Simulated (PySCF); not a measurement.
Vertical excitations of a molecule C2H10OSi2 from PySCF with TDDFT-PBE/def2-SVPD, as energy in eV (oscillator strength): 5.70 (0.015), 6.00 (0.001), 6.21 (0.000), 6.27 (0.009), 6.48 (0.022), 6.51 (0.008), 6.85 (0.003), 6.92 (0.006), 6.95 (0.027), 6.98 (0.022). Lowest triplet (TDA): 5.57 eV. Geometry optimised at B3LYP-D3(BJ)/def2-SVP. The values are those of a single conformer.

Q: Which structure fits?
A) C[SiH](C)[SiH2]O
B) CO[Si@H](C)[SiH3]
C) OCC[SiH2][SiH3]
D) C[C@H]([SiH3])[SiH2]O

A: C, OCC[SiH2][SiH3]
